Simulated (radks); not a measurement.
Results of a calculation; reference values are marked as such.
Problem. Excited configurations of Cr II: one electron is placed in a higher orbital outside [Ar] 3d4. The ground configuration is [Ar] 3d5. Code: a radial shooting solver on a logarithmic mesh with Libxc functionals. Model: scalar-relativistic Kohn-Sham, PBE, spin-polarised, spherical densities, point nucleus; open shells are filled with parallel spins first. Excitation = E - E(ground); binding = E(ion) - E, where the ion is the core of charge +2; n* = 2/sqrt(2 binding) in atomic units, and the quantum defect is n - n*.

outer orbital  excitation (eV)  binding (eV)     n*  quantum defect  eigenvalue (eV)  <r> (bohr)
4s                       1.643        15.612  1.867           2.133          -12.103       2.854
5s                      10.508         6.747  2.840           2.160           -5.402       6.366
6s                      13.417         3.837  3.766           2.234           -3.102       11.20

Estimate the row for 6d.

Solution. excitation (eV) 14.874; binding (eV) 2.380; n* 4.781; quantum defect 1.219; eigenvalue (eV) -1.903; <r> (bohr) 16.82. The Delta-SCF ionisation energy is 17.254 eV (NIST Atomic Spectra Database: 16.486 eV, measured). Self-interaction in the functional shifts the binding energies and quantum defects, so they are the method's values and not measured ones. Open shells are spherical and high-spin; term and fine-structure splittings are not resolved.
